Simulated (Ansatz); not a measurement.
Molecule: C5H7Ge, charge 0, multiplicity 2. It need not be the lowest isomer of its formula. SMILES: [GeH3][C]1=CC=[C]C1
Geometry from a B3LYP-D3(BJ)/def2-TZVP (Ansatz, a first-principles code) optimisation:
```xyz
13

Ge    -1.5184    -0.0816     0.2257
C      0.3969     0.0183    -0.0425
C      1.3503    -0.1268     0.9036
C      2.6990     0.0145     0.3218
C      2.5159     0.2439    -0.9759
C      1.0835     0.2777    -1.3766
H     -2.1962     1.2402    -0.1858
H     -2.1303    -1.2097    -0.6281
H     -1.7911    -0.3576     1.7140
H      1.1712    -0.3211     1.9534
H      3.6275    -0.0589     0.8672
H      0.8407    -0.4886    -2.1191
H      0.7941     1.2413    -1.8068
```
Charge 0, spin multiplicity 2.

Parts of the frozen-core correlation energy in STO-3G (Ansatz, hartree). Frozen orbitals: 19; correlated occupied orbitals by spin: 16 and 15; virtual: 15 and 16. UHF or UKS for open shells. Spin-orbit coupling is left out. Non-relativistic.

```
term                             value
-------------------------  -----------
reference (HF)             -2242.77035
MP2 opposite-spin                    ?
MP2 same-spin                        ?
CCSD correlation              -0.36235
(T)                                  ?
T1 diagnostic                    0.053
largest doubles amplitude        0.160
<S^2> of the reference           1.570
```

### Question
Some entries are withheld; supply them.

### Answer

- MP2 opposite-spin, value: -0.21014
- MP2 same-spin, value: -0.03986
- (T), value: -0.00665
